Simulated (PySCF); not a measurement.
SbCl₄, SMILES [Cl][Sb]([Cl])([Cl])[Cl], multiplicity 2.

Coordinates come from a PBE-D3(BJ)/def2-SVP optimisation. The spin state was assumed, not searched. The isomer is the one that the SMILES or the coordinates give; other isomers of the formula were not compared. The def2 effective core potentials stand for the cores of Sb; spin–orbit coupling is left out.

Two levels are set side by side: PBE/def2-TZVP (PySCF) and M06-2X/def2-TZVP (PySCF). Same geometry, gas phase. Differences are taken from unrounded values.

| quantity | M06-2X | PBE | PBE minus M06-2X |
|---|---|---|---|
| α-spin orbital gap (eV) | 6.70 | 3.48 | -3.21 |
| β-spin orbital gap (eV) | 6.63 | 2.15 | -4.48 |
| mean polarisability (bohr³) | 104.6 | 103.6 | -0.9 |

Rough cost on one machine, each run with all the roots and properties that it gave: M06-2X against PBE within a factor of 2.
